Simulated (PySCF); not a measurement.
## Stretching SnCl⁺

Set-up: basis Sn def2-TZVPPD with ECP28, Cl def2-TZVPPD; scalar-relativistic core potentials; PySCF 2.14. Energies in eV from Sn⁺ + Cl in their ground configurations at the same level. State: ¹Σ⁺ (singlet), closed shell.

Curves on a restricted Hartree–Fock reference rise too fast on stretching and do not dissociate correctly.

```json
{"R (Å)": "1.950", "RHF-SCS-MP2": "-2.669"}
{"R (Å)": "2.041", "RHF-SCS-MP2": "-3.478"}
{"R (Å)": "2.132", "RHF-SCS-MP2": "-3.912"}
{"R (Å)": "2.200", "RHF-SCS-MP2": "-4.059"}
{"R (Å)": "2.268", "RHF-SCS-MP2": "-4.093"}
{"R (Å)": "2.336", "RHF-SCS-MP2": "-4.043"}
{"R (Å)": "2.427", "RHF-SCS-MP2": "-3.880"}
{"R (Å)": "2.540", "RHF-SCS-MP2": "-3.575"}
{"R (Å)": "2.676", "RHF-SCS-MP2": "-3.128"}
{"R (Å)": "2.858", "RHF-SCS-MP2": "-2.480"}
```

Question: Put a parabola through the three lowest points of the RHF-SCS-MP2 curve and estimate Re, k and ωe (reduced mass 27.07 u; 1 eV/Å² = 0.16022 mdyn/Å; ωe = 1302.8·√(k/μ) cm⁻¹).

Answer: Through R = 2.2, 2.268, 2.336 Å the second-order coefficient is 9.08 eV/Å², so Re ≈ 2.262 Å, k ≈ 2.91 mdyn/Å and ωe ≈ 427 cm⁻¹. A polynomial fit of higher order to the unrounded RHF-SCS-MP2 energies gives Re = 2.259 Å, k = 3.04 mdyn/Å, ωe = 437 cm⁻¹; anharmonicity and rounding make the difference.

The higher-order fit for each curve: RHF-SCS-MP2: Re = 2.259 Å, ωe = 437 cm⁻¹, De = 4.09 eV.

Correlated steps freeze 9 core orbitals. Spin–orbit coupling is left out, which matters for elements this heavy, above all for dissociation energies. For an ion De counts to the pair picked by the measured ionisation energies or electron affinities, which need not be the lowest pair at this level. Where the molecule has an RHF reference, its open-shell atoms are computed with UHF.
